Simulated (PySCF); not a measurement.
A structure optimised at PBE-D3(BJ)/def2-SVP, used in a PySCF frequency run:

```
Ge
F 1 1.7562
O 1 1.7747 2 110.69
H 3 0.9767 1 109.86 2 -85.10
O 1 1.7784 2 108.07 3 -114.64
H 5 0.9759 1 110.23 2 -65.55
N 1 1.8220 2 104.63 5 -122.55
H 7 1.0263 1 112.82 2 -150.55
H 7 1.0267 8 108.73 1 -124.13
```

Q: Write its SMILES and formula.

A: [NH2][Ge]([OH])([OH])[F], FGeH4NO2

Q: What are its rotational constants (standard atomic weights)?

A: 3.5363, 3.2807, 3.1726 GHz
